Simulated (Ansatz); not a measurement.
Isomers of CH8AlFSi2, relaxed with PBE0-D4/def2-TZVP in Ansatz; electronic energies, one conformer each and not always the lowest. Functionals use def2-TZVPP; CBS adds triple-zeta CCSD(T) − MP2 to the MP2 limit of def2-TZVPP and def2-QZVPP.

Problem. Order them by energy at frozen-core CCSD(T)/CBS, lowest first. (Best estimate.)
A. `C[SiH2][Al]([F])[SiH3]`
B. `F[CH2][Al]([SiH3])[SiH3]`
C. `F[CH]([AlH2])[SiH2][SiH3]`
D. `F[CH]([SiH3])[AlH][SiH3]`
E. `F[SiH]([SiH3])[CH2][AlH2]`

Solution. A (0.0 kcal/mol), E (11.4 kcal/mol), B (72.1 kcal/mol), D (76.2 kcal/mol), C (77.7 kcal/mol).

Problem. How do HF/CBS(def2), B3LYP-D4, r2SCAN-D4, MP2/CBS(def2) place them (kcal/mol, against `C[SiH2][Al]([F])[SiH3]`)? (Estimate.)

Solution. Ansatz gave: 
| isomer | HF/CBS(def2) | B3LYP-D4 | r2SCAN-D4 | MP2/CBS(def2) |
| --- | --- | --- | --- | --- |
| `F[CH]([AlH2])[SiH2][SiH3]` | 77.3 | 74.6 | 76.5 | 79.1 |
| `F[CH2][Al]([SiH3])[SiH3]` | 70.9 | 69.3 | 70.4 | 75.5 |
| `F[CH]([SiH3])[AlH][SiH3]` | 75.2 | 73.3 | 75.0 | 78.2 |
| `F[SiH]([SiH3])[CH2][AlH2]` | 14.0 | 12.1 | 10.7 | 9.5 |

B3LYP here is the variant with VWN-RPA as its local correlation; programs differ in this.
